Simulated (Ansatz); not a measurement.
Relaxation of FH5OSi2 (9 atoms, charge 0, multiplicity 1), to a largest force component of 0.03 eV/Å in at most 50 steps.

Method: RKS B3LYP/6-31G* (Ansatz).

```xyz
9
Properties=species:S:1:pos:R:3:forces:R:3
Si -0.076 0.012 -0.740 0.17 0.08 0.09
F 1.601 0.245 1.472 -0.36 0.01 0.18
H 2.144 0.202 0.715 0.29 -0.01 -0.31
H -1.161 0.912 -0.122 -0.06 0.01 0.03
O -0.697 -1.482 -0.380 0.07 -0.02 -0.07
Si -1.791 -2.456 0.399 -0.06 -0.05 0.04
H -1.573 -2.384 1.866 -0.01 -0.02 0.02
H -3.182 -2.031 0.088 0.00 -0.01 0.01
H -1.585 -3.853 -0.064 -0.03 0.02 0.01
```

**Question.** Where does it end, and by what steps?

**Answer.** The forces met the threshold. The force dipped under the threshold on the way, but the program's further checks kept it going. After 44 steps the energy has fallen by 0.140 eV; H3 moved furthest, 1.53 Å.

```json
{"step": "0", "energy less start (eV)": "0.0000", "largest force component (eV/Å)": "0.360", "accepted": "yes"}
{"step": "2", "energy less start (eV)": "-0.0233", "largest force component (eV/Å)": "0.357", "accepted": "yes"}
{"step": "4", "energy less start (eV)": "-0.0459", "largest force component (eV/Å)": "0.256", "accepted": "yes"}
{"step": "6", "energy less start (eV)": "-0.0409", "largest force component (eV/Å)": "0.538", "accepted": "no"}
{"step": "8", "energy less start (eV)": "-0.0603", "largest force component (eV/Å)": "0.063", "accepted": "yes"}
{"step": "10", "energy less start (eV)": "-0.0653", "largest force component (eV/Å)": "0.151", "accepted": "yes"}
{"step": "12", "energy less start (eV)": "-0.0678", "largest force component (eV/Å)": "0.029", "accepted": "yes"}
{"step": "14", "energy less start (eV)": "-0.0707", "largest force component (eV/Å)": "0.104", "accepted": "yes"}
{"step": "16", "energy less start (eV)": "-0.0738", "largest force component (eV/Å)": "0.391", "accepted": "yes"}
{"step": "18", "energy less start (eV)": "-0.0870", "largest force component (eV/Å)": "0.230", "accepted": "yes"}
{"step": "20", "energy less start (eV)": "-0.0953", "largest force component (eV/Å)": "0.081", "accepted": "yes"}
{"step": "22", "energy less start (eV)": "-0.0885", "largest force component (eV/Å)": "0.857", "accepted": "no"}
{"step": "24", "energy less start (eV)": "-0.1013", "largest force component (eV/Å)": "0.380", "accepted": "no"}
{"step": "26", "energy less start (eV)": "-0.1038", "largest force component (eV/Å)": "0.072", "accepted": "yes"}
{"step": "28", "energy less start (eV)": "-0.1058", "largest force component (eV/Å)": "0.229", "accepted": "yes"}
{"step": "30", "energy less start (eV)": "-0.1086", "largest force component (eV/Å)": "0.305", "accepted": "yes"}
{"step": "32", "energy less start (eV)": "-0.1114", "largest force component (eV/Å)": "0.162", "accepted": "yes"}
{"step": "34", "energy less start (eV)": "-0.1095", "largest force component (eV/Å)": "0.983", "accepted": "no"}
{"step": "36", "energy less start (eV)": "-0.1236", "largest force component (eV/Å)": "0.120", "accepted": "yes"}
{"step": "38", "energy less start (eV)": "-0.1310", "largest force component (eV/Å)": "0.162", "accepted": "yes"}
{"step": "40", "energy less start (eV)": "-0.1369", "largest force component (eV/Å)": "0.108", "accepted": "yes"}
{"step": "42", "energy less start (eV)": "-0.1397", "largest force component (eV/Å)": "0.051", "accepted": "yes"}
{"step": "44", "energy less start (eV)": "-0.1402", "largest force component (eV/Å)": "0.025", "accepted": "yes"}
```

```xyz
9
Properties=species:S:1:pos:R:3
Si 0.070 -0.059 -1.048
F 1.043 0.511 0.891
H 0.790 -0.395 1.092
H -1.210 0.695 -0.629
O -0.160 -1.437 -0.014
Si -1.433 -2.331 0.594
H -0.958 -3.032 1.815
H -2.581 -1.450 0.938
H -1.880 -3.338 -0.404
```

Whether the end is a true minimum wasn't checked by a vibrational analysis.

The run took 2.2 min on 1 thread of Arm Neoverse V2, with other jobs on the host, peak memory 0.15 GiB.
